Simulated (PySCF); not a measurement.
# How the method moves the HOMO and LUMO of tetrahydropyran-4-one

Tetrahydropyran-4-one, C5H8O2.
Geometry (PBE0-D3(BJ)/def2-SVP, Å), atoms numbered from 1 in this order:
```xyz
15
C5H8O2 angstrom
O      1.157   -1.997    0.984
C      0.723   -1.121    0.278
C      1.438    0.191    0.045
C      0.468    1.364    0.214
O     -0.673    1.207   -0.583
C     -1.413    0.071   -0.232
C     -0.605   -1.213   -0.440
H      1.813    0.193   -0.993
H      2.296    0.264    0.728
H      0.944    2.309   -0.085
H      0.182    1.457    1.282
H     -1.739    0.136    0.826
H     -2.317    0.068   -0.858
H     -1.147   -2.103   -0.089
H     -0.401   -1.328   -1.518
```

Basis pcSseg-1 throughout (PySCF), one geometry. Geometry: PBE0-D3(BJ)/def2-SVP, one conformer, isolated molecule.

Question: How do the orbital energies, the gap and the dipole change with the method?

Answer: 
```tsv
method	kind	HOMO (eV)	LUMO (eV)	gap (eV)	μ (D)	SCF cycles
B97-D	GGA	-5.63	-1.63	4.00	1.81	16
LDA	LDA	-5.75	-1.98	3.77	1.84	15
KT2	GGA	-5.78	-1.70	4.09	1.79	16
B97-2	global hybrid	-6.93	-0.68	6.25	1.81	14
PBE0	global hybrid	-7.21	-0.61	6.60	1.81	14
CAM-B3LYP	range-separated hybrid	-8.66	0.58	9.25	1.79	14
BHandHLYP	global hybrid	-8.76	0.60	9.36	1.86	13
HF	Hartree–Fock	-11.14	3.42	14.56	1.99	11
```

The HOMO spans 5.52 eV, from B97-D down to HF, and the gap runs from 3.77 eV (LDA) to 14.56 eV (HF). Over the methods B97-D (0 %), LDA (0 %), KT2 (0 %), B97-2 (21 %), PBE0 (25 %), BHandHLYP (50 %), HF (100 %), a straight line through the gap against the share of exact exchange rises by 1.06 eV for each 10 % (correlation coefficient 1.000). The dipole ranges from 1.79 D (CAM-B3LYP) to 1.99 D (HF). This basis has no diffuse functions.

The vertical ΔSCF ionisation energy at CAM-B3LYP/def2-SVPD is 9.62 eV; −ε(HOMO) comes closest to it with BHandHLYP (8.76 eV).
